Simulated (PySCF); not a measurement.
**Correlation energy of Bi³⁺ (bismuth, charge +3)**

[Xe] 4f14 5d10 6s2, closed-shell 1S. Computed with PySCF 2.14 in aug-cc-pVQZ-PP with ECP60MDF (7s7p5d3f2g, 92 functions), with scalar relativity through the core potential. Frozen: 5s2 5p6 5d10; 2 electrons correlated.

With two correlated electrons CCSD is exact within the correlated space (frozen core and kept virtual orbitals).

```csv
level,correlation energy (mhartree)
CCSD,-28.53
```

Diagnostics: T1 = 0.0020, D1 = 0.0028, largest double amplitude 0.075.

Cost of the coupled-cluster step: of the order of 2.7 core-seconds, for 2 correlated electrons.
